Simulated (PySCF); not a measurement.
Orbital energies, ionisation energy and electron affinity

(H2Ga-mu-I)2.
Z-matrix (Å and degrees, PBE0-D3(BJ)/def2-SVP geometry), rows numbered from 1:
```
Ga
H   1  1.5547
H   1  1.5561  2  132.98
I   1  2.7180  2  105.62  3   129.96
Ga  4  2.7138  1   84.62  2   105.58
H   5  1.5557  4  105.58  1   110.04
H   5  1.5562  4  105.63  1  -105.57
I   1  2.7143  2  105.43  3  -129.83
```

Level: wB97X-D/def2-SVPD (PySCF). Frontier orbitals with their largest atomic shares (Löwdin; up to four atoms above 4 %):

```json
{"orbital": "HOMO−3", "ε (eV)": "-10.16", "main atoms": "I8 44 %, I4 44 %, Ga1 6 %, Ga5 6 %"}
{"orbital": "HOMO−2", "ε (eV)": "-10.01", "main atoms": "I8 29 %, I4 29 %, Ga5 13 %, Ga1 13 %"}
{"orbital": "HOMO−1", "ε (eV)": "-9.81", "main atoms": "I4 46 %, I8 45 %, Ga5 5 %, Ga1 5 %"}
{"orbital": "HOMO", "ε (eV)": "-9.42", "main atoms": "?"}
{"orbital": "LUMO", "ε (eV)": "-0.06", "main atoms": "I4 22 %, I8 22 %, Ga1 19 %, Ga5 19 %"}
{"orbital": "LUMO+1", "ε (eV)": "0.39", "main atoms": "Ga1 22 %, Ga5 22 %, I4 20 %, I8 20 %"}
{"orbital": "LUMO+2", "ε (eV)": "0.95", "main atoms": "I8 30 %, I4 30 %, Ga5 13 %, Ga1 13 %"}
```

Task: What vertical ionisation energy does ΔSCF give, and how far is −ε(HOMO) from it?

Result: ΔSCF: 9.60 eV (926 kJ/mol; threshold wavelength 129 nm); ⟨S²⟩ of the doublet left behind is 0.755, against 0.75 for a pure doublet. −ε(HOMO) is 9.42 eV, 0.18 eV below it. In exact Kohn–Sham theory the two would be equal; wB97X-D (range-separated hybrid) comes within 0.18 eV of that here. Holes in the HOMO−1 and HOMO−2 were tried too where these lie within 1.2 eV of the HOMO; the lowest converged state counts.

Task: On which atoms does the HOMO lie?

Result: I8 (iodine bonded to 2 Ga) 33 %, I4 (iodine bonded to 2 Ga) 32 %, Ga5 (gallium bonded to 2 I and 2 H) 8 %, Ga1 (gallium bonded to 2 I and 2 H) 8 %, so no atom holds as much as 40 %. The HOMO−1 lies 0.39 eV lower.

Task: And the vertical electron affinity, the fundamental gap, Mulliken's electronegativity and the hardness (with the factor ½)?

Result: EA = 0.07 eV by ΔSCF (−ε(LUMO) = 0.06 eV). IE − EA = 9.53 eV against an orbital gap of 9.36 eV; (IE + EA)/2 = 4.83 eV; (IE − EA)/2 = 4.76 eV.

Task: The lowest singlet excitation (vertical TDDFT, same level) lies at 5.14 eV. How far is it below IE − EA?

Result: IE − EA = 9.53 eV, so by 4.39 eV.

Task: What kinetic energy would electrons from this vertical process carry with He I light (21.218 eV)?

Result: 21.22 − 9.60 = 11.62 eV.

Task: How many of the 15 lowest singlet excitations (vertical TDDFT, same level) lie below the ionisation energy?

Result: All 15; they run from 5.14 to 7.03 eV.

Task: Shift the occupied levels rigidly so that −ε(HOMO) equals the ΔSCF value. What binding energies result?

Result: The shift is +0.18 eV: HOMO 9.60, HOMO−1 9.99, HOMO−2 10.19, HOMO−3 10.34 eV. A rigid shift is only a rough guide to the deeper ionisations.

Geometry: PBE0-D3(BJ)/def2-SVP, one conformer, isolated molecule. Atoms past krypton carry effective core potentials; spin–orbit coupling is left out. The calculation is non-relativistic apart from the core potentials, for gallium too.

The run behind these numbers computed excited states and ΔSCF ions as well. Hardware: an Intel Xeon at 2.50 GHz with one thread, shared host with 64 logical CPUs at a one-minute load of 56. Cost: 5.7 min of wall time (with the writing of density and orbital grids), 0.95 GiB resident at most.
